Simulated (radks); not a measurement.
Q: The mean radii <r> (bohr) of the occupied orbitals of an atom or ion are listed with their occupations. All-electron calculation, Dirac Kohn-Sham, RPBE, spin-unpolarised, spherical densities, finite nucleus; Fermi nuclear charge, rms radius of each element as measured or else 0.836 A^(1/3) + 0.57 fm. Program: a radial shooting solver on a logarithmic mesh with Libxc functionals.

orbital  occ.      <r>
1s1/2       2  0.02665
2s1/2       2   0.1142
2p1/2       2  0.09621
2p3/2       4   0.1020
3s1/2       2   0.3060
3p1/2       2   0.2961
3p3/2       4   0.3078
3d3/2       4   0.2787
3d5/2       6   0.2824
4s1/2       2   0.7166
4p1/2       2   0.7456
4p3/2       4   0.7733
4d3/2       4   0.8684
4d5/2       6   0.8791
5s1/2       2    1.789
5p1/2       2    2.041
5p3/2       2    2.120

Name the element and its charge. Open shells, if any, fill j = l - 1/2 first.

A: Z = 54, xenon, charge +2: Xe2+ in [Kr] 4d10 5s2 5p4. The 1s radius gives Z: for a bare nucleus <r> = (2 gamma + 1)/(2Z) with gamma = sqrt(1 - (Z/c)^2), 0.02628 bohr for Z = 54, and screening makes it slightly larger (0.02665 here). The occupations add up to 52, and the charge is Z minus that.
